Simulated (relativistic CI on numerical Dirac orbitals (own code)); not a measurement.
**Ba³³⁺: q coefficients and field-shift factors**

Calculated at this level of theory: Dirac-Coulomb-Breit CI, KLI orbitals optimised for each configuration, derivatives by finite differences, unscaled Slater integrals, QED left out (own radial code, finite nucleus).

CI space (outside the closed core [Ne]): 3s2 3p6 3d5, 3s2 3p5 3d6, 3s2 3p4 3d7, 3s 3p6 3d6, 3p6 3d7, 3s 3p5 3d7, 3s2 3p6 3d4 4s, 3s2 3p6 3d3 4s2. Levels of other configurations are missing.

With x = (α/α₀)² − 1 an excitation energy changes as ω = ω₀ + qx; K = 2q/ω₀ is the relative enhancement. Terms are leading LS components, so labels can repeat. The field-shift factor is F = δν/δ⟨r²⟩ for the transition from the lowest level.

Lowest level 3s2 3p6 3d5 6S_5/2.

```tsv
Level	ω₀ (cm⁻¹)	q (cm⁻¹)	K	F (GHz/fm²)
3s2 3p6 3d5 6S_5/2	104966	55660	1.06	0.697
3s2 3p6 3d5 4G_7/2	171662	80770	0.941	1.04
3s2 3p6 3d5 4D_3/2	175260	85600	0.977	0.937
3s2 3p6 3d5 4G_11/2	182257	82680	0.907	1.2
3s2 3p6 3d5 4G_9/2	201841	98950	0.981	1.31
3s2 3p6 3d5 4D_5/2	206426	122900	1.19	1.39
3s2 3p6 3d5 4P_1/2	214067	118400	1.11	1.26
3s2 3p6 3d5 2F_7/2	248879	100500	0.808	1.22
3s2 3p6 3d5 2D_5/2	266006	172600	1.3	1.94
3s2 3p6 3d5 2D_3/2	296446	143300	0.967	1.8
3s2 3p6 3d5 4D_7/2	296771	201800	1.36	2.17
3s2 3p6 3d5 2I_11/2	304749	205400	1.35	2.5
3s2 3p6 3d5 2G_9/2	318342	197300	1.24	2.28
3s2 3p6 3d5 4D_1/2	321179	233100	1.45	2.45
3s2 3p6 3d5 4P_3/2	329089	228000	1.39	2.51
3s2 3p6 3d5 2I_13/2	334387	210400	1.26	2.67
3s2 3p6 3d5 2F_5/2	347147	216800	1.25	2.42
3s2 3p6 3d5 2H_9/2	376397	217500	1.16	2.68
3s2 3p6 3d5 2G_7/2	392404	217700	1.11	2.49
3s2 3p6 3d5 4F_5/2	395631	232300	1.17	2.76
3s2 3p6 3d5 2D_3/2	417376	219500	1.05	2.22
3s2 3p6 3d5 2F_7/2	429888	237600	1.11	2.88
3s2 3p6 3d5 2S_1/2	437257	219000	1	2.38
```

At this charge energies of transitions that change n are usually good to better than 1 %, and those within a shell (Δn = 0) to a few per cent. Terms inside the open d or f shell come out 10 to 20 % too wide with unscaled integrals.
